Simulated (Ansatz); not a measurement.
```xyz
2

Cl    0.0000    0.0000   -0.5234
F     0.0000    0.0000    0.9886
```

Basis set: cc-pVDZ (spherical functions). Frozen core: 6 orbitals. Charge 0, multiplicity 1.

Computed with Ansatz (development build ahead of 0.2.0); each method stands on the lowest determinant of its kind that the runs found. Restricted open shells among the atoms or ions are ROHF, correlated in semicanonical orbitals with singles.

The atomization energy at this shape (free ground-state atoms in the same class of orbitals less the molecule, no zero-point energy) of singlet ClF:

| method | atomization energy |
| --- | --- |
| RHF | -13.8 kJ/mol |

(1) What does RHF-MP2 give?

## Answers

(1) 146.2 kJ/mol. Caution: the shape is not the minimum.
